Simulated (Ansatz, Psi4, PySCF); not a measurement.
H6GeSi, charge -1, doublet, at the geometry of the source list (a state made from the parent by changing its charge; the spin is typed, not shown lowest) (in this run its highest filled SCF level lies above zero, so its values depend strongly on the basis, on diffuse functions most of all). Base run: REVPBE/def2-SVP in PySCF.

The PySCF input:
```python
from pyscf import gto, scf, dft

mol = gto.M(
    atom='''
Si   -1.211100    0.123300    0.021700
Ge    1.105600   -0.108200   -0.020100
H    -1.781500   -0.709800    1.081000
H    -1.582200    1.516300    0.266700
H    -1.775700   -0.295200   -1.262100
H     1.611000   -1.425500   -0.541400
H     1.845800    0.893200   -0.858400
H     1.788200    0.006000    1.312600
''',
    basis='def2-svp',
    charge=-1,
    spin=1,
    verbose=3,
)

mf = dft.UKS(mol)
mf.xc = 'revpbe'
mf.kernel()
```

The same geometry, method and basis name were run in Ansatz (a quantum-chemistry and plane-wave program) and Psi4 and PySCF, at each program's defaults and at the settings that a row names. The base is PySCF at its defaults. Differences at the defaults can come from grids, fitting, cores and function types together.

```json
[
 {"code and settings": "PySCF, defaults (exact integrals, its default grid, spherical functions)", "ΔE vs base (µEh)": "0.0", "basis functions": "80", "E (Eh)": "-2369.41813", "SCF cycles": "19"},
 {"code and settings": "Psi4, defaults (density fitting with its default set, its default grid, spherical functions)", "ΔE vs base (µEh)": "-189", "basis functions": "80", "E (Eh)": "-2369.41831", "SCF cycles": "15"},
 {"code and settings": "Ansatz, defaults (factorised integrals, its default grid, spherical functions)", "ΔE vs base (µEh)": "-1.6", "basis functions": "80", "E (Eh)": "-2369.41813", "SCF cycles": "-"},
 {"code and settings": "PySCF, density fitting with def2-universal-jkfit", "ΔE vs base (µEh)": "-196", "basis functions": "80", "E (Eh)": "-2369.41832", "SCF cycles": "19"},
 {"code and settings": "PySCF, fine grid", "ΔE vs base (µEh)": "0.3", "basis functions": "80", "E (Eh)": "-2369.41813", "SCF cycles": "19"},
 {"code and settings": "Psi4, exact integrals, spherical functions, fine grid", "ΔE vs base (µEh)": "1.6", "basis functions": "80", "E (Eh)": "-2369.41812", "SCF cycles": "20"},
 {"code and settings": "Ansatz, high accuracy", "ΔE vs base (µEh)": "0.1", "basis functions": "80", "E (Eh)": "-2369.41813", "SCF cycles": "-"}
]
```

Open shells are given as the SCF converged; they aren't shown to be the lowest states, and a large step between rows can be another state.
